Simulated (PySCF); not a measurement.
Problem. What does the PBE0-D3(BJ)/def2-SVP structure of `[BH-](C)(C)[NH3+]` look like in three dimensions?

Solution. 
Z-matrix in Å and degrees, rows numbered from 1:
```
C 
B   1  1.6156
C   2  1.6154  1  115.04
N   2  1.6571  1  105.76  3   116.30
H   1  1.1024  2  109.86  3    65.48
H   1  1.1074  2  113.12  3   -52.82
H   1  1.1057  2  113.95  3  -175.72
H   2  1.2344  1  113.08  3  -132.04
H   3  1.1057  2  113.98  1   175.80
H   3  1.1074  2  113.12  1    52.89
H   3  1.1024  2  109.85  1   -65.39
H   4  1.0221  2  110.45  1   -61.20
H   4  1.0203  2  111.10  1    58.53
H   4  1.0203  2  111.07  1   179.09
```

N4 (nitrogen bonded to B and 3 H) is tetrahedral (angles from 107.9° to 111.1°). B2 (four-coordinate boron) is distorted tetrahedral (angles from 102.7° to 115.0°).

Method: PBE0-D3(BJ)/def2-SVP geometry optimisation, gas phase (PySCF 2.14.0).

Point group: Cs (tolerance 0.08 Å). Stationary, but not proved a minimum.
